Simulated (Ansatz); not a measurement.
Li2Br2⁺, that is (LiBr)2 ring with one electron fewer. Total charge 1; doublet. Geometry r2SCAN-D4/def2-TZVP, that of the neutral singlet; atoms count from 1.

```xyz
4

Li   -0.054   -1.347   -0.025
Br    1.928   -0.079    0.132
Li    0.054    1.347    0.024
Br   -1.928    0.079   -0.131
```

**Question.** Estimate the Mulliken populations from the PBE0/def2-TZVP orbitals of Ansatz.

**Answer.** 
```tsv
atom	charge (e)	spin (α − β)
Li1	0.80	-0.02
Br2	-0.30	0.52
Li3	0.80	-0.02
Br4	-0.30	0.52
```
Mulliken values and Mayer orders depend strongly on the basis.

**Question.** Where does the spin sit?

**Answer.** Summed by element: Li -0.04, Br 1.04, of 1 unpaired in all. Largest on single atoms: Br2 0.52, Br4 0.52, Li1 -0.02.
